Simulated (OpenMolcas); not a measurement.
Lines of Ge I: computed and rescaled rates

* Program: OpenMolcas 26.06
* Method: SS-RASPT2, IPEA 0.25 Eh, imaginary shift 0.1 Eh (closed shells correlated: 3d)
* Basis: ANO-RCC-VQZP [7s6p4d2f1g]
* Scalar Hamiltonian: DKH2, point nucleus
* Active space: 4 electrons in 9 orbitals (RAS2 4s 4p; RAS3 4d, at most 2 electrons)
* State averaging: 2S+1 = 3 even, 3 roots; 2S+1 = 1 even, 6 roots; 2S+1 = 5 odd, 1 root; 2S+1 = 3 odd, 5 roots; 2S+1 = 1 odd, 5 roots (0 in the spin-orbit step)
* Spin-orbit coupling: RASSI with atomic mean-field integrals over the reference wave functions, term energies averaged over their components

Rates come from the transition moments of the reference wave functions (E1 and E2 in the length form). At fixed line strength A goes as λ^-3 for E1 and M1 and as λ^-5 for E2, so a rate at the computed wavelength can be rescaled to the measured one. Measured vacuum wavelengths follow from level energies in NIST Handbook of Basic Atomic Spectroscopic Data. Branching counts decays inside the model space alone, at computed energies, and the table is only a selection of the E2 and M1 lines, drawn from those between levels with measured partners whose computed energy lies within a factor of 1.5 of the measured one.

```tsv
Upper	Lower	Type	λ computed (nm)	λ measured (nm)	A computed (s-1)	A rescaled (s-1)	Branching %
4s2 4p2 3P1	4s2 4p2 3P0	M1	20270	17950	2.16e-03	3.11e-03	100.0
4s2 4p2 3P2	4s2 4p2 3P1	M1	12780	11730	6.45e-03	8.34e-03	100.0
4s2 4p2 1D2	4s2 4p2 3P2	M1	1447	1750	9.39e-02		67.6
4s2 4p2 1D2	4s2 4p2 3P2	E2	1447	1750	1.18e-03		0.8
4s2 4p2 1D2	4s2 4p2 3P1	M1	1300	1522	4.35e-02		31.3
4s2 4p2 1S0	4s2 4p2 1D2	E2	1069	1082	1.05e+00	9.88e-01	46.0
4s2 4p2 1S0	4s2 4p2 3P2	E2	614.9	668.6	4.79e-02		2.1
4s2 4p2 1S0	4s2 4p2 3P1	M1	586.7	632.5	1.19e+00		51.9
```

Spin-changing lines and M1 lines between different terms are not rescaled, since their strength hangs on the term gaps too.

The largest correction is for 4s2 4p2 3P1 → 4s2 4p2 3P0 (M1): 2.16e-03 × (20270 / 17950)^3 = 3.11e-03 s-1, a factor of 1.44.

No measured rate stands beside these. Rescaling mends the energy factor alone: line strengths can still be far off where a level mixes with configurations outside the active space, and weak or spin-changing lines hang on small mixing coefficients that depend on the term gaps too, so rescaling need not improve them.

Some high roots are left out of the spin-orbit mixing, which shifts the levels that they would mix with. Active for correlation alone: 4d; no level in the range computed is led by a configuration that fills it, so any true level of that kind is missing. Measured partners are found by configuration, term and J. A level has none where our copy of the source lacks it or the pairing is in doubt (some pairs that miss far off the trend of their configuration count as doubtful). Levels of configurations outside the active space are missing.
